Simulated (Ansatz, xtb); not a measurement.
Species: ZrF₃, charge 1, multiplicity 1. SMILES: [F][Zr+]([F])[F]
Geometry from a B3LYP-D3(BJ)/def2-TZVP (Ansatz, a program for electronic structure) optimisation:
```
Zr
F 1 1.8481
F 1 1.8481 2 110.04
F 1 1.8481 2 110.04 3 -121.42
```
Charge +1, spin multiplicity 1.

Harmonic wavenumbers from GFN2-xTB (xtb, at its own minimum), cm⁻¹: 113, 154, 155, 544, 587, 587.

### Question
Give the harmonic wavenumbers at B3LYP-D3(BJ)/def2-TZVP (Ansatz, finite differences of forces, unscaled).

### Answer
136, 179, 180, 750, 755, 755 cm⁻¹. Zero-point energy 3.9 kcal/mol.

### Question
From these and the geometry, give the ideal-gas thermochemistry at 298.15 K and 1 atm (rigid rotor, harmonic oscillator).

### Answer
Point group C3v, rotational symmetry number 3. Rotational constants 5.069, 5.069, 2.9 GHz. S(trans) 40.89, S(rot) 23.69, S(vib) 8.27, S(elec, spin only) 0.00, S 72.8 cal/(mol K). H(298) - H(0) 3.71 kcal/mol; G - E(el) -14.1 kcal/mol.
